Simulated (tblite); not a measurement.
Species: C3H10BNO2.
SMILES with atom numbers: `[CH3:1][O+:2]([CH3:3])[BH2-:4][NH:5][CH:6]=[O:7]` (hydrogens: H8, H9, H10 on C1; H11, H12, H13 on C3; H14, H15 on B4; H16 on N5; H17 on C6)

Geometry (GFN2-xTB, Å), atoms numbered from 1 in this order:
```
atom  x, y, z in Å
C1    -1.6234    0.8386    0.9168
O2    -0.5845    0.0501    0.3733
C3    -1.0756   -1.0868   -0.3092
B4     0.5023    0.9144   -0.5034
N5     1.6670   -0.0323   -0.6951
C6     2.3134   -0.6523    0.3008
O7     1.9800   -0.6711    1.4635
H8    -2.2376    0.2234    1.5791
H9    -1.1572    1.6366    1.4897
H10   -2.2492    1.2740    0.1301
H11   -1.6406   -1.7134    0.3851
H12   -1.7122   -0.8005   -1.1538
H13   -0.2127   -1.6390   -0.6744
H14    0.7578    1.8365    0.1941
H15   -0.0111    1.1765   -1.5449
H16    2.0647   -0.1310   -1.6148
H17    3.2120   -1.2116   -0.0479
```

Calculated harmonic vibrations of the isolated species, GFN2-xTB (tblite), most abundant isotopes, no scaling. This tight-binding method is rough: wavenumbers can miss measured ones by several per cent, in bad cases by 10 to 20. Modes of hydrogen on boron can be 10 to 20 % off. One conformer, not necessarily the lowest.

Harmonic wavenumbers (cm⁻¹): 25.6, 50.0, 154.3, 184.7, 201.6, 250.5, 269.8, 312.7, 339.0, 441.6, 505.3, 578.0, 710.3, 859.5, 885.6, 935.0, 942.5, 1003.5, 1053.6, 1079.4, 1104.2, 1150.6, 1158.8, 1195.3, 1208.2, 1216.7, 1377.1, 1392.7, 1405.5, 1412.7, 1453.8, 1459.3, 1463.4, 1467.8, 1765.4, 2458.4, 2517.5, 2675.4, 2938.2, 2940.3, 2977.4, 2979.2, 3045.8, 3049.3, 3472.8.

A = 4311, B = 1725, C = 1646 MHz; mass 103.080 u (most abundant isotopes); point group C1, symmetry number 1.

Task: Zero-point energy?

Result: ½Σν̃ = 30034 cm⁻¹ = 85.87 kcal/mol.

Task: What is S at 500 K and 1 bar for an ideal gas of classical rigid rotors and harmonic oscillators?

Result: Translation 42.40, rotation 29.21, vibration 44.55: S = 116.2 cal/(mol K).

Task: And Cp and H(500 K) − H(0)?

Result: Cp = 49.50 cal/(mol K), of which vibrations give 41.55 (their classical limit is 45 R = 89.4); H(500 K) − H(0) = 14.90 kcal/mol without the zero-point energy, 10.92 from vibrations.

Task: Which modes carry the vibrational entropy at 500 K?

Result: 25.6 cm⁻¹: 7.17; 50.0 cm⁻¹: 5.84; 154.3 cm⁻¹: 3.62; 184.7 cm⁻¹: 3.27; 201.6 cm⁻¹: 3.10; 250.5 cm⁻¹: 2.68 cal/(mol K); the other 39 give 18.88 together.

Task: What must be added to the electronic energy to get the Gibbs energy at 500 K and 1 bar?

Result: ZPE + [H(500 K) − H(0)] − T·S = 85.87 + 14.90 − 58.08 = 42.69 kcal/mol.

Hindered rotation and anharmonicity are outside this model. Other conformers, if any are populated, would add a mixing term that is left out. The structure is chiral; the term R ln 2 for an equal mix with its mirror image is left out.
